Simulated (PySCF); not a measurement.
One molecule, one basis, several functionals.

Species: C2H7BF2O.
SMILES: `C[O+]([BH2-]F)CF`

Torsions of this conformer, `[CH3:1][O+:2]([BH2-:3][F:4])[CH2:5][F:6]`: C1–O2–B3–F4 -69°, C1–O2–C5–F6 -67°.

PySCF, pcSseg-1 basis, density fitting, gas phase, PBE0-D3(BJ)/def2-SVP geometry. One functional is left out:

```tsv
functional	exact exchange (%)	HOMO energy (eV)	LUMO energy (eV)	dipole moment (D)
B97-D	0	-6.53	0.55	3.311
BLYP	0	-6.40	0.40	3.322
BP86	0	-6.58	0.38	3.326
LDA	0	-6.54	0.08	3.309
OPBE	0	-6.39	0.67	3.349
PBE	0	-6.46	0.38	3.329
B3LYP	20	-7.82	0.92	3.294
PBE0	25	-8.03	1.27	3.297
mPW1PW91	25	-8.08	1.28	3.288
BHandHLYP	50	-9.56	1.93	3.254
```

Task: Predict the row of B97-2 (21 % exact exchange) by straight lines through the other rows, and check it.

Result: 
```json
{"property": "HOMO energy (eV)", "line": "-7.80", "computed": "-7.78", "computed − line": "+0.02", "B3LYP (20 %), for comparison": "-7.82"}
{"property": "LUMO energy (eV)", "line": "1.07", "computed": "1.29", "computed − line": "+0.22", "B3LYP (20 %), for comparison": "0.92"}
{"property": "dipole moment (D)", "line": "3.295", "computed": "3.288", "computed − line": "-0.007", "B3LYP (20 %), for comparison": "3.294"}
```

Task: Which of these properties follows the share of exact exchange most closely, and which least?

Result: Most closely the HOMO energy, least the dipole moment; the correlations over the tabulated rows are HOMO energy -0.998, LUMO energy 0.959, dipole moment -0.907. The HOMO energy moves by -0.622 eV for every 10 %. Functionals with the same share still differ in their other parts: at 0 % BP86 and OPBE differ by 0.19 eV in it.
